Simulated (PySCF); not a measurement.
CH5ClFNSi, SMILES [Si@](Cl)(C)(N)F.

Geometry optimised at r2SCAN-D4/def2-SVP. The structure was generated by enumeration; whether it is a known compound was not checked. Other conformers were not sampled.

Calculation: PBE0/def2-TZVP run with PySCF.

The total energy is -945.20877 hartree and the highest occupied level is -8.14 eV. The lowest empty level is 0.63 eV and the orbital gap is 8.77 eV. The dipole moment comes out as 2.67 D and the quadrupole, principal values (traceless, Buckingham form, about the centre of nuclear charge) comes out as -9.16, 2.09, 7.06 D·Å. The mean static polarisability is 53.4 bohr³ (7.91 Å³) and the polarisability, principal values is 46.3, 53.6, 60.2 bohr³.
